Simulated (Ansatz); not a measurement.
Gas-phase electronic energies from Ansatz, PBE0-D4/def2-TZVP geometries. CCSD(T)/CBS is the MP2 limit (def2-TZVPP, def2-QZVPP) plus CCSD(T) − MP2 in def2-TZVPP, frozen cores. This one scheme is used for every species. Functionals use def2-TZVPP. B3LYP here is the variant with VWN-RPA as its local correlation; programs differ in this. def2 core potentials past Kr. For Se, Sn outer-core shells are correlated without core-valence functions, which leaves a few kJ/mol of doubt a bond. Scalar relativity is left out up to krypton. One conformer a species, not always the lowest.

Reaction (formal exchange of groups at the Se–Sn bond): `C=C[Se][Sn]([CH3])([CH3])[CH3]` + BH₃ → `B[Se]C=C` + `[CH3][SnH]([CH3])[CH3]`

**Question.** Is it downhill or uphill in electronic energy at CCSD(T)/CBS, and by how much? (Best estimate.)

**Answer.** Ansatz gave: Downhill: ΔE = -10.0 kJ/mol.

**Question.** What do these levels give: r2SCAN-D4, B97M-V, B3LYP-D4, r2SCAN0-D4, B2PLYP, revPBE, PBE0, LC-ωPBE, SCS-MP2/def2-TZVPP, CCSD/def2-TZVPP, SCS-MP2/def2-QZVPP, CCSD/CBS(def2)? (Estimate.)

**Answer.** Computed: r2SCAN-D4 -24.4, B97M-V -35.1, B3LYP-D4 -12.4, r2SCAN0-D4 -20.0, B2PLYP -19.5, revPBE -33.7, PBE0 -29.2, LC-ωPBE -27.0, SCS-MP2/def2-TZVPP -10.3, CCSD/def2-TZVPP -18.3, SCS-MP2/def2-QZVPP -5.0, CCSD/CBS(def2) -8.6 kJ/mol.

Largest T1 diagnostic among the species: 0.013.

From r2SCAN to r2SCAN0 (25 % exact exchange), in def2-TZVPP and without D4, ΔE moves by +3.7 kJ/mol. At CCSD(T), def2-SVP lies −14.2 kJ/mol from the extrapolated value and def2-TZVPP −9.7 kJ/mol.
